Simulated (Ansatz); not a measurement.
Ge₃O₄⁺, relaxed as a doublet with UKS r2SCAN-D4/def2-SVP in Ansatz, starting from the GFN1-xTB geometry. Force threshold 0.02 eV/Å.

The relaxation made no stability test and no search for a lower SCF solution. Another isomer (doublet) lies 0.11 eV lower at PBE-D4/def2-TZVP; other spin states weren't run for this one.

Start:

```csv
atom,x (Å),y (Å),z (Å)
Ge1,-0.616,-0.422,2.122
Ge2,0.015,0.495,-0.925
Ge3,1.760,-1.565,-0.680
O4,0.356,-0.620,0.496
O5,-0.965,1.732,-1.137
O6,-1.753,0.727,1.997
O7,1.202,-0.347,-1.874
```

**Question.** Estimate the energy that the relaxation releases and the steps that it takes.

**Answer.** 204.2 kJ/mol, in 24 steps; 2.9 min on 4 threads of Arm Neoverse V1 on a shared host. No frequencies were taken in this run, so the end may be a saddle point.

**Question.** Does the start keep its bonding?

**Answer.** Bonds formed: Ge1–Ge2, Ge2–O6 (atoms count from 1).

**Question.** Predict the relaxed structure.

**Answer.** 
Cartesian coordinates in Å:
```
Ge -0.537 -0.537 2.132
Ge -0.387 0.481 -0.450
Ge 1.694 -1.351 -0.654
O 0.873 -0.285 0.783
O -0.413 2.157 -0.962
O -1.589 0.123 0.792
O 0.359 -0.589 -1.641
```
Bond lengths: 8 × Ge–O 1.75 to 1.97 Å; 2 × Ge–Ge 2.78 Å.
